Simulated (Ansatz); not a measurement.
`N[SiH2]O[SiH](N)O`, charge 0, multiplicity 1.

**Question.** Give a relaxed structure at PBE0-D4/def2-TZVP (the Gaussian-basis code of Ansatz). (An estimate is asked.)

**Answer.** Ansatz gave: 
Z-matrix (Å, degrees):
```
Si
O 1 1.637
N 1 1.728 2 109.6
H 1 1.486 2 107.2 3 123.1
H 1 1.483 2 110.3 3 -116.6
Si 2 1.641 1 128.9 3 -8.2
H 3 1.009 1 118.8 2 81.2
H 3 1.008 1 118.2 2 -139.8
N 6 1.718 2 105.7 1 -67.9
O 6 1.634 2 112.6 1 50.3
H 6 1.477 2 107.5 1 167.3
H 9 1.009 6 118.3 2 167.9
H 9 1.009 6 119.1 2 -53.2
H 10 0.966 6 111.4 2 -46.1
```
This is one stationary point; other conformers may exist.
